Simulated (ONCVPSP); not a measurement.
## Reading a pseudo-wave (niobium)

Columns: radius, all-electron u(r) and pseudo u(r) of the 4p shell (level -34.49 eV) of niobium in the configuration [Ar] 3d10 4s2 4p6 4d4 5s1; PBEsol, scalar-relativistic, ONCV scheme, ONCVPSP 4.0.1.

```json
{"r (bohr)": "0.125", "all-electron": "0.2105", "pseudo": "0.0196"}
{"r (bohr)": "0.250", "all-electron": "-0.3987", "pseudo": "0.0810"}
{"r (bohr)": "0.375", "all-electron": "-0.4742", "pseudo": "0.1891"}
{"r (bohr)": "0.500", "all-electron": "-0.1454", "pseudo": "0.3415"}
{"r (bohr)": "0.625", "all-electron": "0.2698", "pseudo": "0.5225"}
{"r (bohr)": "0.750", "all-electron": "0.6130", "pseudo": "0.7038"}
{"r (bohr)": "0.875", "all-electron": "0.8406", "pseudo": "0.8540"}
{"r (bohr)": "1.000", "all-electron": "0.9586", "pseudo": "0.9497"}
{"r (bohr)": "1.125", "all-electron": "0.9913", "pseudo": "0.9834"}
{"r (bohr)": "1.250", "all-electron": "0.9651", "pseudo": "0.9622"}
{"r (bohr)": "1.375", "all-electron": "0.9026", "pseudo": "0.9021"}
{"r (bohr)": "1.500", "all-electron": "0.8207", "pseudo": "0.8207"}
{"r (bohr)": "1.625", "all-electron": "0.7312", "pseudo": "0.7311"}
{"r (bohr)": "1.750", "all-electron": "0.6416", "pseudo": "0.6415"}
{"r (bohr)": "1.875", "all-electron": "0.5566", "pseudo": "0.5565"}
{"r (bohr)": "2.000", "all-electron": "0.4785", "pseudo": "0.4784"}
{"r (bohr)": "2.125", "all-electron": "0.4085", "pseudo": "0.4085"}
{"r (bohr)": "2.250", "all-electron": "0.3468", "pseudo": "0.3468"}
{"r (bohr)": "2.375", "all-electron": "0.2932", "pseudo": "0.2932"}
{"r (bohr)": "2.500", "all-electron": "0.2470", "pseudo": "0.2470"}
{"r (bohr)": "2.625", "all-electron": "0.2074", "pseudo": "0.2074"}
{"r (bohr)": "2.750", "all-electron": "0.1738", "pseudo": "0.1738"}
{"r (bohr)": "2.875", "all-electron": "0.1453", "pseudo": "0.1453"}
{"r (bohr)": "3.000", "all-electron": "0.1213", "pseudo": "0.1213"}
{"r (bohr)": "3.125", "all-electron": "0.1011", "pseudo": "0.1011"}
{"r (bohr)": "3.250", "all-electron": "0.0841", "pseudo": "0.0841"}
```

How many radial nodes do the two functions have?

The all-electron 4p function has n − l − 1 = 2; the pseudo-wave has 0, since the states of the same l below it are removed with the core.

At about which radius was the pseudo-wave matched?

1.75 bohr. The columns agree to 0.0005 from 1.38 bohr on; several derivatives are matched, so the curves merge somewhat inside the radius.

Is the pseudo-wave norm-conserving?

Yes: the ONCV scheme keeps the norm inside the radius equal to the all-electron one, which fixes the energy derivative of the logarithmic derivative at the level.
